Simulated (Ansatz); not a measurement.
Cost and result for the atomization energy of FGaH3NS (`[NH2][Ga]([F])[SH]`) (7 atoms, 6 bonds).

The species carries charge 0 and has multiplicity 1. Correlated methods include outer-core shells of Ga, which these sets cover unevenly. Scalar relativity is left out up to krypton. The geometry is a stationary point of PBE0-D4/def2-TZVP. It is one conformer, not always the lowest. Program: Ansatz. Hardware: A = 2 threads of an AMD EPYC 7R13 on a shared host; B = 2 threads of an AMD EPYC 7R13 on a shared host and a share of an NVIDIA H100 80 GB. Times are those of one run each, without the atoms' runs, and a repeat can differ threefold. Electronic energies, without spin–orbit coupling; frozen cores. CCSD(T)/CBS adds CCSD(T) − MP2 in def2-TZVPP to the MP2 limit, and its time is that of the two runs behind it. T1 = 0.013. With those shells the extrapolation isn't a true limit. B3LYP takes the VWN-RPA correlation (the form of Gaussian; ORCA's B3LYP/G).

CCSD(T)/CBS is a level of theory with its own doubt, some kJ/mol a heavy atom from the limit and from the frozen cores, so smaller differences don't rank the functionals.

| level | functions | wall time | atomization (kJ/mol) | difference from CCSD(T)/CBS | per bond |
| --- | --- | --- | --- | --- | --- |
| PBE-D4/def2-TZVPP (with forces) [A] | 194 | 3.9 s | 2271.2 | 23.0 | 3.8 |
| PBE0-D4/def2-TZVPP [A] | 194 | 4.5 s | 2213.3 | -34.9 | -5.8 |
| r2SCAN-D4/def2-TZVPP (with forces) [A] | 194 | 6 s | 2235.7 | -12.5 | -2.1 |
| B3LYP-D4/def2-TZVPP (with forces) [A] | 194 | 6 s | 2211.5 | -36.7 | -6.1 |
| B2PLYP/def2-TZVPP [A] | 194 | 7 s | 2202.7 | -45.5 | -7.6 |
| ωB97X-V/def2-TZVPP [A] | 194 | 9.5 s | 2251.5 | 3.3 | 0.6 |
| CCSD(T)/def2-TZVPP [B] | 194 | 14 s | 2178.6 | -69.6 | -11.6 |
| ωB97M-V/def2-TZVPP (with forces) [A] | 194 | 15 s | 2236.6 | -11.6 | -1.9 |
| CCSD(T)/def2-QZVPP [B] | 363 | 43 s | 2226.8 | -21.4 | -3.6 |
| CCSD(T)/CBS(def2) | – | 57 s | 2248.2 | 0.0 | 0.0 |

From PBE to PBE0 (25 % exact exchange), in def2-TZVPP and without D4, the atomization energy moves by −55.9 kJ/mol: exact exchange takes away binding that semilocal exchange gives to molecules. The D4 term adds +22.7 kJ/mol with B3LYP and +11.8 kJ/mol with PBE0; it sums over pairs of atoms, weighted by their polarisabilities, and B3LYP, whose exchange is more repulsive, gets the larger term. In def2-TZVPP, CCSD(T) changes the Hartree–Fock value by +675.5 kJ/mol (the triples alone add +43.0 kJ/mol) and MP2 by +734.2 kJ/mol; breaking electron pairs costs correlation energy, which Hartree–Fock lacks.
